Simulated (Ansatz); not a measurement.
`CO[SiH](N)[SiH3]` and `N[SiH](N)[SiH3]` differ in one atom or group.

Ansatz, PBE0-D4/def2-TZVP geometries, multiplicity 1. Each molecule was computed in one conformer, which needn't be the lowest.

```json
{"property": "HOMO–LUMO gap (B3LYP/def2-TZVPP) / eV", "`CO[SiH](N)[SiH3]`": "7.26"}
{"property": "HOMO energy (PBE/def2-TZVPP) / eV", "`CO[SiH](N)[SiH3]`": "-6.25"}
{"property": "size of the dipole moment (B3LYP/def2-TZVPP) / D", "`CO[SiH](N)[SiH3]`": "2.01"}
{"property": "HOMO energy (PBE0/def2-TZVPP) / eV", "`CO[SiH](N)[SiH3]`": "-7.58"}
{"property": "HOMO–LUMO gap (PBE0/def2-TZVPP) / eV", "`CO[SiH](N)[SiH3]`": "7.66"}
{"property": "LUMO energy (B3LYP/def2-TZVPP) / eV", "`CO[SiH](N)[SiH3]`": "-0.12"}
```

**Question.** What does the change do to each property? (Best estimate.)

**Answer.** Ansatz gave: 
```json
{"property": "HOMO–LUMO gap (B3LYP/def2-TZVPP) / eV", "`N[SiH](N)[SiH3]`": "6.75", "shift": "-0.51"}
{"property": "HOMO energy (PBE/def2-TZVPP) / eV", "`N[SiH](N)[SiH3]`": "-5.64", "shift": "0.61"}
{"property": "size of the dipole moment (B3LYP/def2-TZVPP) / D", "`N[SiH](N)[SiH3]`": "1.20", "shift": "-0.81"}
{"property": "HOMO energy (PBE0/def2-TZVPP) / eV", "`N[SiH](N)[SiH3]`": "-6.89", "shift": "0.69"}
{"property": "HOMO–LUMO gap (PBE0/def2-TZVPP) / eV", "`N[SiH](N)[SiH3]`": "7.15", "shift": "-0.51"}
{"property": "LUMO energy (B3LYP/def2-TZVPP) / eV", "`N[SiH](N)[SiH3]`": "0.06", "shift": "0.18"}
```

With PBE0 the HOMO rises by 0.69 eV and the LUMO rises by 0.19 eV, so the gap narrows by about 0.50 eV. PBE moves the HOMO by 0.61 eV and ωB97M-V by 0.66 eV. Dipoles are sizes alone; their direction can turn.

B3LYP here is the variant with VWN-RPA as its local correlation; programs differ in this.
